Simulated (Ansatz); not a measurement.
Z-matrix (Å, degrees):
```
C
C 1 1.526
H 1 1.092 2 111.3
H 1 1.092 2 111.3 3 -120.2
H 1 1.092 2 111.1 3 119.5
Si 2 1.858 1 114.2 3 -58.2
H 2 1.096 1 110.3 3 179.6
H 2 1.097 1 110.5 3 62.7
O 6 1.640 2 114.2 1 56.8
N 6 1.707 2 109.0 1 178.8
Cl 6 2.066 2 108.1 1 -56.9
H 9 0.959 6 115.2 2 80.3
H 10 1.008 6 119.1 2 36.6
H 10 1.009 6 119.5 2 177.4
```

The species carries charge 0 and has multiplicity 1.

(1) List the PBE0/def2-TZVPP orbital energies in eV (Ansatz 0.2.0). (Best estimate.)

## Answers

(1) Computed: Occupied: -2766.77, -1803.58, -522.67, -391.01, -277.98, -277.93, -258.64, -196.91, -196.79, -196.79, -145.70, -100.42, -100.38, -100.33, -28.21, -24.07, -22.54, -21.27, -17.49, -15.46, -13.98, -13.52, -12.63, -12.23, -11.19, -10.57, -10.49, -9.90, -9.84, -9.16, -8.90, -8.34, -7.85. Lowest empty: 0.57, 1.25, 1.73, 2.29, 2.32, 2.56, 2.96, 3.14.
